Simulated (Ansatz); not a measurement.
Stepwise reaction of `[OH][Sn]([OH])([OH])[OH]` with hydrogen, as a gas-phase model of exchange steps in deposition or etching. ΔE in kJ/mol; ΔG adds harmonic PBE0-D4 terms to CCSD(T)/CBS, at 1 bar.

Program: Ansatz. Geometries: PBE0-D4/def2-TZVP. ΔE: electronic, gas phase. CCSD(T)/CBS adds triple-zeta CCSD(T) − MP2 to the extrapolated MP2 energy (def2 sets, frozen cores). This one scheme is used for every species. DFT in def2-TZVPP. B3LYP here is the variant with VWN-RPA as its local correlation; programs differ in this. def2 core potentials past Kr. For Sn outer-core shells are correlated without core-valence functions, which leaves a few kJ/mol of doubt a bond. One conformer a species, not always the lowest.

```tsv
step	reaction	PBE-D4	B3LYP-D4	ωB97M-V	CCSD(T)/CBS	ΔG(600 K)
1	`[OH][Sn]([OH])([OH])[OH]` + H₂ → `[OH][SnH]([OH])[OH]` + H₂O	4.4	4.3	2.0	6.3	2.4
2	`[OH][SnH]([OH])[OH]` + H₂ → `[OH][SnH2][OH]` + H₂O	12.3	12.4	10.7	14.8	13.1
3	`[OH][SnH2][OH]` + H₂ → `[OH][SnH3]` + H₂O	12.9	12.8	10.2	14.5	5.1
4	`[OH][SnH3]` + H₂ → `[SnH4]` + H₂O	-6.7	-5.5	-9.0	-3.9	8.1
```

(1) By hand: ΔE of the 4 steps together at CCSD(T)/CBS.

## Answers

(1) (6.3) + (14.8) + (14.5) + (-3.9) = 31.7 kJ/mol, or 7.9 kJ/mol a step.

In ΔE step 4 is the lowest and step 2 the highest. ΔG lies between 2.4 and 13.1 kJ/mol a step. PBE-D4 differs from CCSD(T)/CBS by -2.8 to -1.6 kJ/mol a step. Isolated molecules leave out the surface, adducts and barriers. Largest T1 diagnostic: 0.015.
